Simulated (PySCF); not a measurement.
## Fractional electron number in Cl²⁺ (chlorine, charge +2)

The 3p alpha orbital of [Ne] 3s2 3p3 is emptied in steps (occupation f), with all orbitals relaxed, ending at [Ne] 3s2 3p2. Calculation: PySCF 2.14, in aug-cc-pVTZ-DK (6s5p3d2f, 50 functions); the spin-free X2C one-electron Hamiltonian (Gaussian nucleus). The exact energy is a straight line in f; departures are measured from the line between the end points of the same method.

```tsv
f	UHF (eV)	LDA (eV)	PBE (eV)	PBE0 (eV)	r2SCAN (eV)	LC-wPBE (eV)	BHandHLYP (eV)	wB97X (eV)	BLYP (eV)	M06-2X (eV)
1	0.000	0.000	0.000	0.000	0.000	0.000	0.000	0.000	0.000	0.000
0.9	0.065	-0.598	-0.584	-0.424	-0.545	-0.158	-0.268	-0.190	-0.589	-0.286
0.7	0.149	-1.398	-1.361	-0.986	-1.260	-0.365	-0.624	-0.440	-1.373	-0.674
0.5	0.176	-1.666	-1.617	-1.169	-1.483	-0.428	-0.740	-0.515	-1.632	-0.806
0.3	0.146	-1.400	-1.353	-0.976	-1.229	-0.352	-0.619	-0.422	-1.367	-0.664
0.1	0.062	-0.599	-0.576	-0.415	-0.520	-0.147	-0.264	-0.176	-0.583	-0.274
0	0.000	0.000	0.000	0.000	0.000	0.000	0.000	0.000	0.000	0.000
```

Task: For PBE0, how does the orbital energy at f = 1 compare with the removal energy?

Result: −ε = 34.951 eV against a total-energy difference of 39.663 eV. By Janak's theorem ε = ∂E/∂f, so the gap between them reflects the curvature. Along the path −ε is 35.901 (f = 0.9), 37.802 (f = 0.7), 39.692 (f = 0.5), 41.556 (f = 0.3), 43.372 (f = 0.1) eV.

| method | E(f=0) − E(f=1) (eV) | −ε at f=1 (eV) | −ε at f=0.5 (eV) |
| --- | --- | --- | --- |
| UHF | 38.963 | 39.686 | 38.953 |
| LDA | 39.662 | 33.024 | 39.656 |
| PBE | 39.580 | 33.093 | 39.604 |
| PBE0 | 39.663 | 34.951 | 39.692 |
| r2SCAN | 39.831 | 33.757 | 39.927 |
| LC-wPBE | 39.765 | 38.005 | 39.801 |
| BHandHLYP | 39.441 | 36.463 | 39.455 |
| wB97X | 39.529 | 37.407 | 39.581 |
| BLYP | 39.299 | 32.760 | 39.315 |
| M06-2X | 39.473 | 36.306 | 39.492 |

Reference removal energy between the ground levels: 39.8 ± 0.11 eV (semi-empirical (NIST evaluation); NIST Atomic Spectra Database, ionization energies). The calculation has no spin-orbit coupling. UHF lacks correlation.
